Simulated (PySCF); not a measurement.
Radial density of Sr²⁺ (strontium, charge +2)

M06-L, [Kr], closed-shell 1S. Computed with PySCF 2.14 in aug-cc-pVDZ-X2C, with scalar relativity by spin-free X2C-1e.

| r (bohr) | 4πr²ρ (e/bohr) |
| --- | --- |
| 0.0286 | 47.60 |
| 0.0481 | 40.36 |
| 0.0809 | 46.61 |
| 0.136 | 56.43 |
| 0.229 | 34.24 |
| 0.385 | 41.56 |
| 0.648 | 20.39 |
| 1.09 | 7.571 |
| 1.83 | 3.981 |
| 3.08 | 0.2543 |
| 5.19 | 0.0007543 |

Densities and radii are taken from the X2C orbitals without a picture-change correction, which distorts them close to the nucleus.
